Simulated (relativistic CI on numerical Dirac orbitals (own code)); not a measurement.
Slater and spin-orbit integrals, W X

Method of calculation: Dirac-Coulomb-Breit CI, separate exchange-only KLI orbitals for each configuration, a model potential for QED, unscaled Slater integrals (own radial code, finite nucleus).

Slater integrals F^k, G^k are unscaled and averaged over j, outside the closed core [Kr] 4d10; ζ comes from projecting the Hamiltonian with its Breit term on Σ l·s of the shell.

- 4f¹⁴5s²5p³: F^2(5p,5p) = 94861, ζ(5p) = 64361 cm⁻¹; <r>(5p) = 1.131, <r^2>(5p) = 1.431 (bohr units).
- 4f¹³5s²5p⁴: ζ(4f) = 4923.6, F^2(5p,5p) = 95746, F^2(4f,5p) = 70914, G^2(4f,5p) = 29211, G^4(4f,5p) = 24438, ζ(5p) = 66380 cm⁻¹; <r>(4f) = 0.5722, <r^2>(4f) = 0.3978, <r>(5p) = 1.12, <r^2>(5p) = 1.404 (bohr units).
- 4f¹⁴5s5p⁴: F^2(5p,5p) = 94900, G^1(5s,5p) = 123840, ζ(5p) = 63994 cm⁻¹; <r>(5s) = 1.013, <r^2>(5s) = 1.146, <r>(5p) = 1.13, <r^2>(5p) = 1.429 (bohr units).

Averages of the first 10 configurations, taken without configuration mixing, which lowers the lowest level and can move excited configurations by several eV; other configurations of the list can lie among them:

| Configuration | Parity | States | Average energy above the lowest level (eV) |
| --- | --- | --- | --- |
| 4f¹⁴5s²5p³ | odd | 20 | 13.8 |
| 4f¹³5s²5p⁴ | odd | 210 | 15.4 |
| 4f¹⁴5s5p⁴ | even | 30 | 54.9 |
| 4f¹⁴5s²5p²5d | even | 150 | 66.0 |
| 4f¹³5s²5p³5d | even | 2800 | 68.3 |
| 4f¹⁴5s5p³5d | odd | 400 | 105.6 |
| 4f¹⁴5s²5p²5f | odd | 210 | 113.0 |
| 4f¹⁴5s²5p²6s | even | 30 | 88.8 |
| 4f¹⁴5s²5p²5g | even | 270 | 139.1 |
| 4f¹³5s²5p³6s | even | 560 | 92.5 |
